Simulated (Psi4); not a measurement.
Input for Psi4:
```
memory 2 GB

molecule {
0 2
B    -0.00000000   -0.00000000   -0.84064362
N     0.00000000    0.00000000    0.40129173
H     0.00000000    0.00000000    1.39417598
}

set {
  basis def2-sv(p)
  reference uhf
}

energy('scf')
print_variables()
```

Question: What does this run give for the total energy, <S^2>, dipole moment, number of basis functions, nuclear repulsion energy?

Answer: 
```json
{
 "total_energy": "-79.5838 Eh",
 "<S^2>": "0.849",
 "dipole_moment": "0.36 D",
 "number_of_basis_functions": "30",
 "nuclear_repulsion_energy": "19.8279 Eh"
}
```

These values belong to the state on which the SCF converged, which isn't shown to be the lowest.
